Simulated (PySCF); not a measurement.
Record of a relaxation.

Ti(vinyl)4, C8H12Ti (singlet state).
Bonds: Ti1–C2, Ti1–C7, Ti1–C12, Ti1–C17, C2–C3, C7–C8, C12–C13, C17–C18. Hydrogens: H4 on C2; H5, H6 on C3; H9 on C7; H10, H11 on C8; H14 on C12; H15, H16 on C13; H19 on C17; H20, H21 on C18.

Method: PBE0-D3(BJ)/def2-SVP geometry optimisation, gas phase in PySCF 2.14.0; density fitting, grid level 1; the optimiser is geomeTRIC in internal coordinates, started from a GFN2-xTB structure with every atom displaced at random (about 0.03 Å). 7 of its 13 geometries are shown. The frame can shift and turn from step to step; on so coarse a grid that alone can change the energy by a few meV, and forces under 0.02 eV/Å are noise.

Step 0: E = -31576.9674 eV, largest atomic force 6.076 eV/Å
```
atom  x, y, z in Å  |  force x, y, z in eV/Å
Ti1     0.063   -0.071    0.002   -0.664   1.714  -0.135
C2     -0.050    0.110    2.025   -0.804   1.853  -1.388
C3      0.537   -0.854    2.653    2.342  -3.020   1.202
H4     -0.407    0.910    2.644   -0.693   0.818   0.233
H5      1.091   -1.678    2.110   -0.587   0.420   0.430
H6      0.656   -0.897    3.758   -0.098  -0.084  -0.372
C7      1.944   -0.140   -0.719    0.187   1.476   1.281
C8      2.814    0.796   -0.287   -4.869   0.049   1.828
H9      2.319   -0.869   -1.362    0.728  -1.672  -1.559
H10     2.443    1.549    0.461    0.494  -0.305  -0.579
H11     3.792    0.819   -0.531    3.846   0.227  -1.044
C12    -0.833    1.703   -0.754   -3.668  -0.161   0.572
C13    -2.222    1.904   -0.530    4.822  -3.503   1.184
H14    -0.418    2.491   -1.367    0.749   0.414  -0.303
H15    -2.708    1.112    0.095   -0.236   0.779  -0.509
H16    -2.727    2.767   -0.821   -1.231   1.669  -0.682
C17    -1.018   -1.639   -0.585   -0.972  -2.354   2.488
C18    -1.261   -1.798   -1.864   -0.765  -0.725  -2.266
H19    -1.433   -2.493    0.080    0.716   1.324  -0.606
H20    -0.950   -1.051   -2.585    0.238   0.434  -0.461
H21    -1.816   -2.654   -2.354    0.466   0.647   0.686
```

Step 2: E = -31577.8771 eV, largest atomic force 1.079 eV/Å
```
atom  x, y, z in Å  |  force x, y, z in eV/Å
Ti1     0.018   -0.052   -0.006   -0.154   0.003  -0.057
C2     -0.045    0.222    2.021    0.324  -0.116   0.311
C3      0.553   -0.813    2.642   -0.165   0.440  -0.301
H4     -0.424    1.074    2.608   -0.029  -0.145  -0.047
H5      0.974   -1.640    2.056    0.058  -0.182   0.015
H6      0.695   -0.890    3.730   -0.053  -0.042   0.002
C7      1.927   -0.241   -0.737    0.159  -0.573  -0.175
C8      2.672    0.769   -0.271    0.111  -0.012  -0.183
H9      2.363   -1.011   -1.402   -0.077   0.241   0.146
H10     2.187    1.497    0.389    0.192   0.315   0.200
H11     3.743    0.949   -0.511   -0.441  -0.054   0.121
C12    -0.781    1.646   -0.796    0.652   0.507  -0.694
C13    -2.060    1.743   -0.447   -0.327  -0.060   0.184
H14    -0.334    2.420   -1.439    0.067  -0.070   0.062
H15    -2.443    0.936    0.183   -0.626   0.000   0.181
H16    -2.756    2.556   -0.739    0.190  -0.285   0.149
C17    -1.128   -1.674   -0.529    0.152   0.158  -0.237
C18    -1.245   -1.689   -1.868    0.286   0.346   0.429
H19    -1.549   -2.467    0.086   -0.188  -0.281   0.134
H20    -0.796   -0.860   -2.442   -0.101  -0.124  -0.199
H21    -1.756   -2.459   -2.458   -0.032  -0.067  -0.041
```

Step 4: E = -31577.9685 eV, largest atomic force 0.186 eV/Å
```
atom  x, y, z in Å  |  force x, y, z in eV/Å
Ti1     0.007   -0.047   -0.014   -0.124   0.137  -0.010
C2     -0.028    0.227    2.016    0.147  -0.012  -0.058
C3      0.555   -0.819    2.617    0.014  -0.024   0.026
H4     -0.410    1.064    2.614   -0.025  -0.024   0.019
H5      0.963   -1.671    2.049   -0.011   0.045  -0.038
H6      0.683   -0.907    3.706   -0.035  -0.027   0.025
C7      1.913   -0.269   -0.726   -0.051  -0.098   0.104
C8      2.628    0.771   -0.277    0.027   0.018  -0.044
H9      2.366   -1.021   -1.384    0.040   0.035  -0.012
H10     2.188    1.530    0.391   -0.012  -0.017  -0.002
H11     3.683    0.952   -0.533   -0.007   0.008   0.003
C12    -0.781    1.658   -0.826    0.035  -0.096  -0.093
C13    -2.055    1.765   -0.427   -0.029   0.036   0.027
H14    -0.332    2.430   -1.464   -0.015   0.029   0.015
H15    -2.531    0.999    0.207    0.021  -0.009  -0.011
H16    -2.714    2.605   -0.693   -0.011   0.010   0.006
C17    -1.123   -1.675   -0.516    0.053   0.019   0.134
C18    -1.194   -1.700   -1.853   -0.014  -0.070  -0.022
H19    -1.563   -2.482    0.086   -0.021   0.009  -0.060
H20    -0.758   -0.897   -2.470    0.011   0.018   0.005
H21    -1.684   -2.498   -2.431    0.007   0.011  -0.014
```

Step 6: E = -31577.9892 eV, largest atomic force 0.098 eV/Å
```
atom  x, y, z in Å  |  force x, y, z in eV/Å
Ti1    -0.021   -0.031   -0.025    0.041   0.019   0.034
C2      0.000    0.256    2.006    0.003  -0.001  -0.086
C3      0.542   -0.827    2.580   -0.046  -0.061   0.061
H4     -0.375    1.081    2.626    0.017  -0.011   0.022
H5      0.918   -1.676    1.986    0.015   0.049  -0.034
H6      0.644   -0.961    3.667   -0.001   0.000   0.013
C7      1.882   -0.342   -0.694   -0.012   0.077  -0.004
C8      2.530    0.767   -0.314   -0.028   0.024   0.014
H9      2.379   -1.086   -1.326    0.013  -0.053   0.008
H10     2.042    1.530    0.318   -0.009  -0.017  -0.008
H11     3.568    1.010   -0.580    0.047   0.000  -0.019
C12    -0.777    1.658   -0.898    0.024  -0.041   0.007
C13    -2.013    1.787   -0.396   -0.012  -0.037   0.032
H14    -0.344    2.432   -1.543   -0.041   0.022  -0.018
H15    -2.447    1.008    0.255    0.004   0.006  -0.002
H16    -2.683    2.639   -0.578    0.014   0.023  -0.025
C17    -1.149   -1.668   -0.471    0.000   0.019   0.001
C18    -1.102   -1.697   -1.811   -0.020  -0.051   0.007
H19    -1.635   -2.475    0.091   -0.017   0.019  -0.007
H20    -0.611   -0.895   -2.389    0.007   0.013   0.016
H21    -1.535   -2.494   -2.434    0.001   0.002  -0.013
```

Step 8: E = -31577.9948 eV, largest atomic force 0.090 eV/Å
```
atom  x, y, z in Å  |  force x, y, z in eV/Å
Ti1    -0.020   -0.018   -0.019    0.020  -0.035   0.025
C2     -0.005    0.262    2.010    0.018   0.006   0.051
C3      0.516   -0.840    2.570   -0.009   0.048  -0.063
H4     -0.378    1.074    2.647   -0.018  -0.009  -0.009
H5      0.910   -1.661    1.949   -0.006  -0.040   0.020
H6      0.600   -1.004    3.654    0.000  -0.006  -0.011
C7      1.889   -0.340   -0.668    0.050   0.038  -0.064
C8      2.539    0.787   -0.343    0.017  -0.008  -0.011
H9      2.390   -1.110   -1.268   -0.029  -0.005   0.046
H10     2.054    1.577    0.255   -0.003   0.002  -0.001
H11     3.578    1.014   -0.629   -0.032  -0.006   0.012
C12    -0.784    1.650   -0.916   -0.013   0.074   0.007
C13    -2.007    1.772   -0.383    0.042  -0.003  -0.013
H14    -0.390    2.432   -1.578    0.010  -0.033  -0.021
H15    -2.412    0.996    0.289   -0.050   0.010   0.016
H16    -2.684    2.621   -0.562   -0.001  -0.035   0.020
C17    -1.166   -1.647   -0.456    0.016   0.000  -0.055
C18    -1.076   -1.702   -1.792    0.015   0.007  -0.021
H19    -1.688   -2.433    0.100   -0.013   0.016   0.021
H20    -0.551   -0.918   -2.369   -0.005  -0.002   0.042
H21    -1.502   -2.497   -2.421   -0.010  -0.019   0.008
```

Step 10: E = -31577.9984 eV, largest atomic force 0.069 eV/Å
```
atom  x, y, z in Å  |  force x, y, z in eV/Å
Ti1    -0.016   -0.007   -0.017   -0.009  -0.002   0.014
C2     -0.009    0.269    2.011    0.015  -0.017   0.012
C3      0.498   -0.850    2.548   -0.004   0.046  -0.015
H4     -0.387    1.068    2.662   -0.002   0.001  -0.004
H5      0.891   -1.663    1.916   -0.011  -0.011   0.003
H6      0.569   -1.040    3.629    0.003  -0.015  -0.001
C7      1.898   -0.327   -0.658   -0.021   0.000  -0.024
C8      2.545    0.810   -0.369    0.012  -0.013  -0.008
H9      2.400   -1.126   -1.218    0.010   0.002   0.013
H10     2.052    1.622    0.193    0.004   0.009   0.000
H11     3.586    1.026   -0.654   -0.012   0.005   0.008
C12    -0.787    1.651   -0.926   -0.048   0.017   0.047
C13    -1.999    1.772   -0.366    0.025   0.011  -0.020
H14    -0.417    2.423   -1.612    0.019  -0.023  -0.017
H15    -2.392    1.009    0.329    0.010  -0.003  -0.003
H16    -2.687    2.612   -0.544   -0.010   0.000   0.006
C17    -1.176   -1.628   -0.447    0.013  -0.022  -0.011
C18    -1.053   -1.725   -1.778    0.016   0.010  -0.009
H19    -1.729   -2.385    0.121   -0.007   0.008   0.012
H20    -0.498   -0.965   -2.356   -0.003  -0.005  -0.009
H21    -1.477   -2.531   -2.394    0.000   0.001   0.006
```

Step 12: E = -31577.9999 eV, largest atomic force 0.028 eV/Å
```
atom  x, y, z in Å  |  force x, y, z in eV/Å
Ti1    -0.018   -0.002   -0.012    0.003   0.005   0.018
C2     -0.006    0.275    2.014   -0.005   0.001  -0.011
C3      0.490   -0.856    2.533   -0.014   0.001   0.006
H4     -0.382    1.067    2.675    0.013   0.005   0.003
H5      0.871   -1.666    1.887    0.002   0.003  -0.002
H6      0.559   -1.069    3.610    0.005  -0.005  -0.001
C7      1.897   -0.317   -0.655   -0.017  -0.009   0.001
C8      2.538    0.828   -0.387   -0.009   0.005   0.006
H9      2.407   -1.129   -1.187    0.012   0.000  -0.005
H10     2.038    1.651    0.152    0.003   0.002  -0.001
H11     3.580    1.042   -0.665    0.007   0.000  -0.004
C12    -0.793    1.652   -0.926   -0.001  -0.002  -0.002
C13    -1.997    1.789   -0.355   -0.021  -0.007   0.017
H14    -0.424    2.403   -1.635    0.004  -0.004  -0.005
H15    -2.383    1.039    0.358    0.009  -0.001  -0.004
H16    -2.687    2.626   -0.537    0.004   0.007  -0.008
C17    -1.177   -1.623   -0.442    0.013   0.002  -0.006
C18    -1.034   -1.752   -1.768   -0.009  -0.008   0.000
H19    -1.746   -2.362    0.136   -0.001  -0.001  -0.004
H20    -0.466   -1.011   -2.358    0.002   0.002   0.003
H21    -1.455   -2.572   -2.368    0.000   0.001  -0.003
```

**Question.** Summarise the path.

**Answer.** The energy falls by 99.62 kJ/mol from step 0 to step 12; nine tenths of that is first reached at step 3. It falls at every step. The largest force goes from 6.076 to 0.028 eV/Å. Among the bonds C8–H11 changes most, from 1.008 to 1.100 Å; the atoms move by 0.307 Å rms after alignment.

**Question.** Follow the three bonds and two angles with the largest change from start to end.

**Answer.** 
```tsv
step	E above end (kJ/mol)	largest force (eV/Å)	C8–H11 (Å)	Ti1–C12 (Å)	C12–C13 (Å)	Ti1–C17–C18 (°)	Ti1–C12–C13 (°)
0	99.62	6.076	1.008	2.126	1.422	118.9	118.2
1	15.78	0.703	1.093	2.054	1.342	110.7	111.1
2	11.84	1.079	1.113	2.036	1.329	108.1	109.7
3	4.34	0.298	1.103	2.046	1.345	107.9	109.1
4	3.03	0.186	1.100	2.047	1.340	106.8	108.3
5	1.48	0.263	1.098	2.047	1.336	103.6	106.0
6	1.02	0.098	1.099	2.046	1.340	102.5	105.1
7	0.69	0.095	1.100	2.044	1.340	102.3	104.6
8	0.49	0.090	1.101	2.042	1.340	102.0	103.9
9	0.31	0.105	1.101	2.042	1.341	102.1	103.4
10	0.14	0.069	1.100	2.042	1.341	102.4	103.2
11	0.04	0.035	1.100	2.042	1.340	102.7	103.3
12	0.00	0.028	1.100	2.042	1.340	102.9	103.5
```

The cost below is that of the whole optimisation. Hardware: 2 threads of an AMD EPYC 9R45, shared host with 96 logical CPUs at a one-minute load of 51. Cost: 2.0 min wall, 5.4 min CPU, 1.0 GiB resident at most.
